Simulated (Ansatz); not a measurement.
CH₁₀AlBSi₂, SMILES `CB[SiH2][SiH2][AlH2]`. Total charge 0; spin multiplicity 1. Geometry: relaxed with PBE0-D4/def2-TZVP. It is one conformer, not always the lowest.

```xyz
15

C     0.513    0.012    1.703
B    -0.832    0.715    1.330
Si   -1.035    1.460   -0.517
Si   -0.592   -0.446   -1.824
Al    1.387   -1.432   -0.764
H     1.358    0.198    1.021
H     0.312   -1.070    1.761
H     0.863    0.265    2.710
H    -1.719    0.673    2.134
H    -2.308    2.155   -0.848
H     0.108    2.387   -0.778
H    -0.371   -0.040   -3.243
H    -1.781   -1.348   -1.786
H     2.800   -0.724   -0.931
H     1.296   -2.804    0.033
```

Q: What is the dipole moment at B3LYP/def2-TZVPP? (Best estimate.)

A: Ansatz gave: 1.12 D, with components (0.13, 0.01, 1.11) D in this frame, pointing from negative to positive charge.

Q: And with PBE, r2SCAN, ωB97M-V? (Estimate.)

A: The calculation gave: PBE 1.08 D, r2SCAN 1.13 D, ωB97M-V 1.18 D.

Q: Give the Mulliken charges with B3LYP, r2SCAN, ωB97M-V in def2-TZVPP. (Estimate.)

A: Computed: 
```tsv
atom	B3LYP	r2SCAN	ωB97M-V
C1	-0.29	-0.23	-0.39
B2	0.04	0.04	-0.03
Si3	0.07	0.11	-0.01
Si4	-0.01	-0.03	-0.11
Al5	0.40	0.45	0.35
H6	0.08	0.06	0.12
H7	0.12	0.11	0.16
H8	0.11	0.08	0.13
H9	0.05	0.02	0.10
H10	-0.08	-0.08	-0.03
H11	-0.06	-0.06	-0.01
H12	-0.06	-0.07	-0.01
H13	-0.06	-0.06	-0.02
H14	-0.15	-0.17	-0.12
H15	-0.15	-0.17	-0.13
```

B3LYP here is the variant with VWN-RPA as its local correlation; programs differ in this.
